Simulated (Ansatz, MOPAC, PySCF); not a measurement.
Noncovalent pair: CH5N (SMILES CN) (first 7 atoms) with CH6Si (SMILES C[SiH3]); geometry from B3LYP-D3(BJ)/def2-TZVP, rigid monomers moved along the line of their centres of mass till H6···Si9 is 2.99 Å.
(charge 0, multiplicity 1):
```xyz
15

C     -0.97873     0.27069     0.08909
N      0.42797     0.15753     0.47035
H     -1.23483    -0.54925    -0.58362
H     -1.12707     1.20074    -0.46169
H     -1.68814     0.25599     0.92702
H      0.59615    -0.70616     0.97162
H      0.69621     0.91703     1.08416
C      1.43031    -0.14295     3.89083
Si    -0.43086    -0.01561     3.69080
H      1.70328    -1.08078     4.37814
H      1.81010     0.67687     4.50333
H      1.93885    -0.10519     2.92606
H     -0.95005    -1.13297     2.86556
H     -0.80445     1.26016     3.03367
H     -1.09471    -0.06834     5.01610
```

Counterpoise-corrected where a basis set is named; no monomer relaxation. Rows marked so take none.

Correlated levels freeze the cores. Rows in 3-21G, 6-311+G**, 6-31G* carry no dispersion term and start afresh at each structure (6-31G* with six Cartesian d functions). The state that PM3, PM6, PM7 reach isn't checked; PM7 holds dispersion and hydrogen-bond terms.

Codes used: Ansatz (Gaussian basis) for Hartree–Fock, density functionals and correlated methods; MOPAC for PM3, PM6, PM7 (differences of heats of formation); PySCF for 3-21G rows, 6-311+G** rows, 6-31G* rows, the dispersion terms. Each number belongs to the level named beside it.

Other levels give for the interaction energy: PBE/def2-TZVPPD 0.73; B3LYP/def2-TZVPPD 2.46; B3LYP-D3(BJ)/def2-TZVPPD -1.10; wB97M-V/def2-TZVPPD -1.15; CCSD(T)/aug-cc-pV(D+d)Z -0.01 kcal/mol.

Problem. What do these common cheap choices give for the same quantity: PM3, PM6, PM7, HF/3-21G (no counterpoise), HF/6-31G*, HF/6-31G* (no counterpoise), B3LYP/6-31G*, B3LYP/6-311+G** (no counterpoise)?

Solution. PM3 0.24; PM6 2.23; PM7 5.77; HF/3-21G (no counterpoise) 0.43; HF/6-31G* 4.24; HF/6-31G* (no counterpoise) 3.01; B3LYP/6-31G* 2.87; B3LYP/6-311+G** (no counterpoise) 2.51 kcal/mol. They span 0.24 to 5.77 kcal/mol.

Ansatz is a quantum-chemistry and plane-wave program.
